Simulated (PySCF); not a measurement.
A search over the determinants of BeZn

Unrestricted PBE0; Be def2-SVPD, Zn def2-SVPD; no relativity (PySCF 2.14). Outer shells of the fragments: Be 2s2; Zn 3d10 4s2.

Followed along the bond (rough minima from three points):

| 2Ms+1 | unpaired | ⟨S²⟩ at the start | R at minimum (Å) | Te (eV) |
| --- | --- | --- | --- | --- |
| 1 | none | 0.00 | 2.82 | 0.00 |
| 3 | σ ↑, π ↑ | 2.02 | 2.21 | 1.12 |
| 3 | σ ↑↑ | 2.00 | 2.37 | 1.28 |
| 1 | σ ↑, π ↓ | 1.02 | 2.19 | 1.56 |

Solutions found at the starting distance of 2.150 Å, counted from the lowest of them; the search is not exhaustive and high or unbound solutions are not listed, so other states can lie among these:

| 2Ms+1 | unpaired | term | E (eV) | ⟨S²⟩ | ⟨Lz²⟩ | μ (D) |
| --- | --- | --- | --- | --- | --- | --- |
| 1 | none | ¹Σ⁺ | 0.00 | 0.00 | 0.00 | 0.96 |
| 3 | σ ↑, π ↑ | ³Π | 0.67 | 2.02 | 1.00 | 1.52 |
| 3 | σ ↑↑ | ³Σ⁺ | 0.96 | 2.00 | 0.00 | -0.38 |
| 1 | σ ↑, π ↓ | mixed | 1.10 | 1.02 | 1.00 | 1.49 |
| 3 | π ↑↑ | ³Σ⁻ | 2.52 | 2.07 | 0.00 | 1.47 |
| 1 | π ↑↓ | mixed | 2.80 | 1.00 | 2.00 | 1.25 |
| 1 | none | mixed | 3.33 | 0.00 | 2.00 | 0.99 |
| 3 | π ↑↑ | mixed | 4.92 | 2.01 | 2.00 | -2.06 |

A term symbol is given only where ⟨S²⟩ and ⟨Lz²⟩ are close to those of a pure state; real π, δ and φ orbitals otherwise mix terms. A positive dipole means Be(−)Zn(+).

Compare the gap between the two lowest followed solutions at the starting distance with the gap between their minima.

At PBE0 the second solution (triplet, unpaired electrons σ ↑, π ↑) lies +0.67 eV from the first (singlet, closed shell) at 2.150 Å and +1.12 eV at the minima; the two curves relax by different amounts, since their minima lie near 2.21 and 2.82 Å.

Counting both spins, an empty level lies below a filled one in some of these solutions, because spin and occupation are held.
